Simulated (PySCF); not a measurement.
# `InChI=1S/C3H9BNO2/c1-3-2-6-4(5)7-3/h3-4H,2,5H2,1H3/q-1/t3-,4+/m1/s1`, charge -1

Molfile (atoms numbered from 1):
```
C3H9BNO2
     RDKit          3D

 16 16  0  0  0  0  0  0  0  0999 V2000
   -1.7516    0.2218    0.8186 C   0  0  0  0  0  0  0  0  0  0  0  0
   -0.8562    0.3530   -0.4249 C   0  0  2  0  0  0  0  0  0  0  0  0
   -0.2690   -1.0142   -0.8650 C   0  0  0  0  0  0  0  0  0  0  0  0
    1.0102   -0.7700   -1.3073 O   0  0  0  0  0  0  0  0  0  0  0  0
    1.5177    0.4237   -0.5511 B   0  0  2  0  0  0  0  0  0  0  0  0
    2.2610    0.0120    0.7352 N   0  0  0  0  0  0  0  0  0  0  0  0
    0.2175    1.1882   -0.2132 O   0  0  0  0  0  0  0  0  0  0  0  0
   -1.1634   -0.1495    1.6556 H   0  0  0  0  0  0  0  0  0  0  0  0
   -2.5732   -0.4685    0.6220 H   0  0  0  0  0  0  0  0  0  0  0  0
   -2.1587    1.1953    1.0886 H   0  0  0  0  0  0  0  0  0  0  0  0
   -1.4876    0.7577   -1.2505 H   0  0  0  0  0  0  0  0  0  0  0  0
   -0.8662   -1.4767   -1.6702 H   0  0  0  0  0  0  0  0  0  0  0  0
   -0.2792   -1.7128    0.0007 H   0  0  0  0  0  0  0  0  0  0  0  0
    2.2378    1.1031   -1.2415 H   0  0  0  0  0  0  0  0  0  0  0  0
    2.5188    0.8500    1.2456 H   0  0  0  0  0  0  0  0  0  0  0  0
    1.6344   -0.5043    1.3461 H   0  0  0  0  0  0  0  0  0  0  0  0
  1  2  1  0
  2  3  1  0
  3  4  1  0
  4  5  1  0
  5  6  1  0
  5  7  1  0
  7  2  1  0
  1  8  1  0
  1  9  1  0
  1 10  1  0
  2 11  1  6
  3 12  1  0
  3 13  1  0
  5 14  1  6
  6 15  1  0
  6 16  1  0
M  CHG  1   5  -1
M  END
```

Computed, not measured: TDDFT wB97X-D/def2-SVPD circular dichroism and optical rotation, one conformer, gas phase (PySCF). Geometry: GFN2-xTB.

The molecule is flexible and this is one conformer; a measurement averages over conformers. For a gas-phase anion, states above the detachment energy (about 3.3 eV, taken as minus the energy of the highest occupied orbital) lie in the continuum and depend on the basis.

(1) Draw the ECD and absorption spectra from the lowest 12 states, each a Gaussian of half-width 0.3 eV at 1/e height.

Answers

(1) 
```csv
E (eV),λ (nm),Δε (L mol⁻¹ cm⁻¹),ε (L mol⁻¹ cm⁻¹)
4.72,263,-0.58,83.8
4.87,255,-2.38,346
5.02,247,-5.95,868
5.17,240,-9.07,1350
5.32,233,-8.66,1460
5.47,227,-6.13,1710
5.62,221,-5.22,2800
5.77,215,-5.32,4020
5.92,209,-3.57,4050
6.07,204,-1.78,3290
6.22,199,-4.25,3340
6.37,195,-9.44,4560
6.52,190,-10.90,5690
6.67,186,-5.34,5690
6.82,182,+3.84,4760
6.97,178,+9.40,3510
7.12,174,+7.85,2450
```
Δε uses R in velocity form, ε uses f in length form. Only the states computed contribute, so the short-wavelength end is incomplete.
